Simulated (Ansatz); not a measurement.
H3OPSeSi (`OP1[SiH2][Se]1`) at its PBE0-D4/def2-TZVP geometry, where that method's forces vanish. Total charge 0; spin multiplicity 1.

```json
{"atom": "O1", "x (Å)": "-1.623", "y (Å)": "-0.732", "z (Å)": "0.454"}
{"atom": "P2", "x (Å)": "-0.319", "y (Å)": "-1.081", "z (Å)": "-0.501"}
{"atom": "Si3", "x (Å)": "1.086", "y (Å)": "0.498", "z (Å)": "0.208"}
{"atom": "Se4", "x (Å)": "0.077", "y (Å)": "0.834", "z (Å)": "-1.762"}
{"atom": "H5", "x (Å)": "-2.429", "y (Å)": "-1.085", "z (Å)": "0.063"}
{"atom": "H6", "x (Å)": "0.666", "y (Å)": "1.337", "z (Å)": "1.352"}
{"atom": "H7", "x (Å)": "2.542", "y (Å)": "0.229", "z (Å)": "0.185"}
```

For each bond, give half the difference of the two atoms' forces along it (eV/Å; positive pushes the atoms apart) under PBE-D4, r2SCAN-D4, B3LYP-D4, ωB97M-V in def2-TZVPP. (Estimate.)

Computed: 
```json
{"bond": "O1–P2", "length (Å)": "1.653", "PBE-D4": "0.51", "r2SCAN-D4": "0.20", "B3LYP-D4": "0.23", "ωB97M-V": "0.11"}
{"bond": "O1–H5", "length (Å)": "0.963", "PBE-D4": "0.35", "r2SCAN-D4": "0.01", "B3LYP-D4": "-0.06", "ωB97M-V": "-0.07"}
{"bond": "P2–Si3", "length (Å)": "2.229", "PBE-D4": "0.21", "r2SCAN-D4": "0.09", "B3LYP-D4": "0.23", "ωB97M-V": "0.01"}
{"bond": "P2–Se4", "length (Å)": "2.327", "PBE-D4": "0.30", "r2SCAN-D4": "0.13", "B3LYP-D4": "0.35", "ωB97M-V": "-0.05"}
{"bond": "Si3–Se4", "length (Å)": "2.238", "PBE-D4": "0.29", "r2SCAN-D4": "0.09", "B3LYP-D4": "0.34", "ωB97M-V": "0.00"}
{"bond": "Si3–H6", "length (Å)": "1.480", "PBE-D4": "0.04", "r2SCAN-D4": "-0.02", "B3LYP-D4": "-0.14", "ωB97M-V": "-0.13"}
{"bond": "Si3–H7", "length (Å)": "1.480", "PBE-D4": "0.03", "r2SCAN-D4": "-0.04", "B3LYP-D4": "-0.14", "ωB97M-V": "-0.12"}
```

B3LYP here is the variant with VWN-RPA as its local correlation; programs differ in this.
